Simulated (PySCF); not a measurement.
HKO (SMILES [OH][K]), singlet, geometry from GFN2-xTB (such geometries of metal compounds can be far from the true shape), with bond 1-2 at 1.3 times its length; SVWN5/STO-3G run with PySCF.

Input for PySCF:
```python
from pyscf import gto, scf, dft

mol = gto.M(
    atom='''
K    -0.98512542   -0.46261678   -0.82984812
O     1.04778559    0.44431587    0.88093051
H     1.42156540    1.25864102    1.21856393
''',
    basis='sto-3g',
    verbose=4,
)

mf = dft.RKS(mol)
mf.xc = 'lda,vwn'
mf.conv_tol = 1e-7
mf.kernel()
```

Predict the main parts of the log of this PySCF run.


```
PySCF version 2.14.0

[INPUT] verbose = 4
[INPUT] num. atoms = 3
[INPUT] num. electrons = 28
[INPUT] charge = 0
[INPUT] spin (= nelec alpha-beta = 2S) = 0
[INPUT] symmetry False subgroup None
[INPUT] Mole.unit = angstrom
[INPUT] Symbol           X                Y                Z      unit          X                Y                Z       unit  Magmom
[INPUT]  1 K     -0.985125420000  -0.462616780000  -0.829848120000 AA   -1.861617242147  -0.874219014828  -1.568185671785 Bohr   0.0
[INPUT]  2 O      1.047785590000   0.444315870000   0.880930510000 AA    1.980027802366   0.839635307098   1.664717398673 Bohr   0.0
[INPUT]  3 H      1.421565400000   1.258641020000   1.218563930000 AA    2.686369274158   2.378486816943   2.302752092974 Bohr   0.0

nuclear repulsion = 35.8652140954717
number of shells = 11
number of NR pGTOs = 57
number of NR cGTOs = 19
basis = sto-3g
ecp = {}

******** <class 'pyscf.dft.rks.RKS'> ********
method = RKS
initial guess = minao
damping factor = 0
level_shift factor = 0
DIIS = <class 'pyscf.scf.diis.CDIIS'>
diis_start_cycle = 1
diis_space = 8
diis_damp = 0
SCF conv_tol = 1e-07
SCF conv_tol_grad = None
SCF max_cycles = 50
direct_scf = True
direct_scf_tol = 1e-13
XC library pyscf.dft.libxc version 7.1.2
    S. Lehtola, C. Steigemann, M. J. T. Oliveira, and M. A. L. Marques,  SoftwareX 7, 1–5 (2018)
XC functionals = lda,vwn
    P. A. M. Dirac,  Math. Proc. Cambridge Philos. Soc. 26, 376 (1930)
    F. Bloch,  Z. Phys. 57, 545 (1929)
    S. H. Vosko, L. Wilk, and M. Nusair,  Can. J. Phys. 58, 1200 (1980)
radial grids:
    Treutler-Ahlrichs [JCP 102, 346 (1995); DOI:10.1063/1.469408] (M4) radial grids

becke partition: Becke, JCP 88, 2547 (1988); DOI:10.1063/1.454033
pruning grids: <function nwchem_prune>
grids dens level: 3
symmetrized grids: False
atomic radii adjust function: <function treutler_atomic_radii_adjust>
small_rho_cutoff = 0
Set gradient conv threshold to 0.000316228
Initial guess from minao.
tot grids = 43936
init E= -665.725667709905
  HOMO = -0.341615090774035  LUMO = -0.0799563191027575  gap/eV = 7.12010
cycle= 1 E= -665.812073805173  delta_E= -0.0864  |g|= 0.657  |ddm|= 1.88
  HOMO = 0.134453491295067  LUMO = 0.140167819176195  gap/eV = 0.15549
cycle= 2 E= -655.817485351894  delta_E= 9.99  |g|= 2.68  |ddm|= 6.88
  HOMO = 0.0035756967428201  LUMO = 0.0601526950848309  gap/eV = 1.53954
cycle= 3 E= -666.055650285878  delta_E= -10.2  |g|= 0.217  |ddm|= 6.78
  HOMO = 0.110968911777968  LUMO = 0.126859197719727  gap/eV = 0.43240
cycle= 4 E= -664.812595161521  delta_E= 1.24  |g|= 1.46  |ddm|= 3.94
  HOMO = 0.0721852990849737  LUMO = 0.080007036332537  gap/eV = 0.21284
cycle= 5 E= -665.197527525321  delta_E= -0.385  |g|= 0.967  |ddm|= 0.826
  HOMO = -0.0159727602656334  LUMO = 0.0342571564988792  gap/eV = 1.36683
cycle= 6 E= -666.077139135635  delta_E= -0.88  |g|= 0.23  |ddm|= 3.73
  HOMO = -0.016172354341021  LUMO = 0.0334880433583188  gap/eV = 1.35133
cycle= 7 E= -666.066981212149  delta_E= 0.0102  |g|= 0.256  |ddm|= 0.107
  HOMO = 0.0397293525843587  LUMO = 0.0578904028804377  gap/eV = 0.49419
cycle= 8 E= -665.29753134871  delta_E= 0.769  |g|= 0.797  |ddm|= 3.73
  HOMO = 0.0135212585287313  LUMO = 0.0264882364597865  gap/eV = 0.35285
cycle= 9 E= -666.090709326847  delta_E= -0.793  |g|= 0.19  |ddm|= 3.68
  HOMO = 0.00229043293298758  LUMO = 0.0173494641566657  gap/eV = 0.40978
cycle= 10 E= -666.028946408433  delta_E= 0.0618  |g|= 0.323  |ddm|= 0.608
  HOMO = 0.019298644195216  LUMO = 0.0258249277368918  gap/eV = 0.17759
cycle= 11 E= -665.355387309271  delta_E= 0.674  |g|= 0.692  |ddm|= 3.78
  HOMO = -0.00816563861510861  LUMO = 0.0199975905965691  gap/eV = 0.76636
cycle= 12 E= -666.0220803374  delta_E= -0.667  |g|= 0.333  |ddm|= 3.78
  HOMO = -0.00775182663422963  LUMO = 0.0219198418028149  gap/eV = 0.80741
cycle= 13 E= -666.026641396229  delta_E= -0.00456  |g|= 0.324  |ddm|= 0.0375
  HOMO = -0.00037455761464622  LUMO = 0.022182054905839  gap/eV = 0.61380
cycle= 14 E= -666.041752787342  delta_E= -0.0151  |g|= 0.303  |ddm|= 0.128
  HOMO = -0.00312626176608  LUMO = 0.0224231173008869  gap/eV = 0.69523
cycle= 15 E= -666.03531645762  delta_E= 0.00644  |g|= 0.313  |ddm|= 0.0583
  HOMO = -0.00118083991720791  LUMO = 0.0205522251042949  gap/eV = 0.59139
cycle= 16 E= -666.04031840931  delta_E= -0.005  |g|= 0.307  |ddm|= 0.0491
  HOMO = 0.0225280807950684  LUMO = 0.0287284719993108  gap/eV = 0.16872
cycle= 17 E= -665.350469550473  delta_E= 0.69  |g|= 0.709  |ddm|= 3.76
  HOMO = -0.0164132304994716  LUMO = 0.0344207062484272  gap/eV = 1.38326
cycle= 18 E= -666.058902223521  delta_E= -0.708  |g|= 0.274  |ddm|= 3.73
  HOMO = -0.038191363274787  LUMO = 0.034078950961033  gap/eV = 1.96658
cycle= 19 E= -665.992851694198  delta_E= 0.0661  |g|= 0.362  |ddm|= 0.561
  HOMO = 0.00766820689349068  LUMO = 0.0277738188213314  gap/eV = 0.54710
cycle= 20 E= -666.074971430544  delta_E= -0.0821  |g|= 0.236  |ddm|= 0.706
  HOMO = 0.0219662331536365  LUMO = 0.026886323026807  gap/eV = 0.13388
cycle= 21 E= -665.993347019775  delta_E= 0.0816  |g|= 0.472  |ddm|= 2.36
  HOMO = 0.0224787189516539  LUMO = 0.028115666164382  gap/eV = 0.15339
cycle= 22 E= -665.877046680384  delta_E= 0.116  |g|= 0.648  |ddm|= 0.531
  HOMO = 0.0186113436715088  LUMO = 0.0266096906135645  gap/eV = 0.21765
cycle= 23 E= -666.077614666847  delta_E= -0.201  |g|= 0.248  |ddm|= 3.16
  HOMO = 0.0179947467874256  LUMO = 0.0244414907956569  gap/eV = 0.17542
cycle= 24 E= -666.111996489682  delta_E= -0.0344  |g|= 0.0196  |ddm|=  1.9
  HOMO = 0.0217877036446306  LUMO = 0.0235923597446967  gap/eV = 0.04911
cycle= 25 E= -665.898013118817  delta_E= 0.214  |g|= 0.617  |ddm|= 2.95
  HOMO = 0.0224752689747118  LUMO = 0.0238119464968246  gap/eV = 0.03637
cycle= 26 E= -665.504739045197  delta_E= 0.393  |g|= 0.789  |ddm|= 1.44
  HOMO = 0.0210880215688919  LUMO = 0.0235535204876464  gap/eV = 0.06709
cycle= 27 E= -666.02866905269  delta_E= -0.524  |g|= 0.386  |ddm|= 2.07
  HOMO = 0.0172072058685538  LUMO = 0.0231805012154987  gap/eV = 0.16254
cycle= 28 E= -666.107478395413  delta_E= -0.0788  |g|= 0.103  |ddm|= 2.05
  HOMO = 0.0185873364207061  LUMO = 0.0231698285096394  gap/eV = 0.12470
cycle= 29 E= -666.108445050477  delta_E= -0.000967  |g|= 0.0945  |ddm|= 0.0803
  HOMO = 0.0229869270785253  LUMO = 0.0250023872589632  gap/eV = 0.05484
cycle= 30 E= -665.363182784004  delta_E= 0.745  |g|= 0.716  |ddm|= 3.59
  HOMO = 0.0212151553117638  LUMO = 0.0232127674410058  gap/eV = 0.05436
cycle= 31 E= -666.111130092013  delta_E= -0.748  |g|= 0.0508  |ddm|= 3.59

WARN: HOMO 0.0230057527969557 == LUMO 0.0233520900583229

cycle= 32 E= -665.619749843108  delta_E= 0.491  |g|=  0.8  |ddm|= 2.95

WARN: HOMO 0.0231607222915216 == LUMO 0.0232927091618606

cycle= 33 E= -666.100030779367  delta_E= -0.48  |g|= 0.124  |ddm|= 3.51

WARN: HOMO 0.0230502580076154 == LUMO 0.0232171979755037

cycle= 34 E= -665.810718381749  delta_E= 0.289  |g|= 0.71  |ddm|= 1.82

WARN: HOMO 0.0225659768803079 == LUMO 0.0234697459540553

cycle= 35 E= -666.112336826455  delta_E= -0.302  |g|= 0.0437  |ddm|= 2.71

WARN: HOMO 0.0230475814130395 == LUMO 0.0237730078339271

cycle= 36 E= -665.73891872798  delta_E= 0.373  |g|= 0.759  |ddm|= 2.87

WARN: HOMO 0.0231291802707157 == LUMO 0.023976384468867

cycle= 37 E= -665.35268415056  delta_E= 0.386  |g|= 0.707  |ddm|= 2.01

WARN: HOMO 0.0231747604600763 == LUMO 0.0238597392340125

cycle= 38 E= -665.393905516674  delta_E= -0.0412  |g|= 0.74  |ddm|= 0.471

WARN: HOMO 0.0231735639744998 == LUMO 0.0238149576310541

cycle= 39 E= -665.415077982618  delta_E= -0.0212  |g|= 0.753  |ddm|= 0.135
  HOMO = 0.0230617133585238  LUMO = 0.0246493953544368  gap/eV = 0.04320
cycle= 40 E= -665.435721065731  delta_E= -0.0206  |g|= 0.765  |ddm|= 0.129
  HOMO = 0.0230562993279138  LUMO = 0.0246445496532963  gap/eV = 0.04322
cycle= 41 E= -665.440263921028  delta_E= -0.00454  |g|= 0.768  |ddm|= 0.0237
  HOMO = 0.0232055927632538  LUMO = 0.0252341533264658  gap/eV = 0.05520
cycle= 42 E= -665.376569074706  delta_E= 0.0637  |g|= 0.73  |ddm|= 0.399
  HOMO = 0.0230610990282451  LUMO = 0.0246545546270303  gap/eV = 0.04336
cycle= 43 E= -665.441965979472  delta_E= -0.0654  |g|= 0.769  |ddm|= 0.41
  HOMO = 0.0123199267159727  LUMO = 0.100641656498083  gap/eV = 2.40336
cycle= 44 E= -665.527396522389  delta_E= -0.0854  |g|= 0.579  |ddm|= 1.88
  HOMO = -0.34420719430005  LUMO = 0.0556439254827122  gap/eV = 10.88050
cycle= 45 E= -665.77367668675  delta_E= -0.246  |g|= 0.687  |ddm|= 3.75
  HOMO = -0.13850005724984  LUMO = 0.0465428634526892  gap/eV = 5.03527
cycle= 46 E= -665.931357530087  delta_E= -0.158  |g|= 0.426  |ddm|= 0.594
  HOMO = 0.034323439544735  LUMO = 0.0533101855262446  gap/eV = 0.51666
cycle= 47 E= -665.721268578317  delta_E= 0.21  |g|= 0.767  |ddm|= 3.26
  HOMO = 0.0122547025441541  LUMO = 0.0458341177656365  gap/eV = 0.91374
cycle= 48 E= -665.93317601702  delta_E= -0.212  |g|= 0.561  |ddm|=    1
  HOMO = -0.0259222490069129  LUMO = 0.0321763384358613  gap/eV = 1.58094
cycle= 49 E= -666.032894186399  delta_E= -0.0997  |g|= 0.32  |ddm|= 2.43
  HOMO = -0.00056854205621637  LUMO = 0.0219059769833941  gap/eV = 0.61156
cycle= 50 E= -666.03452723672  delta_E= -0.00163  |g|= 0.313  |ddm|= 0.116
SCF not converged.
SCF energy = -666.03452723672
```

The run did not converge; its last values are not results.
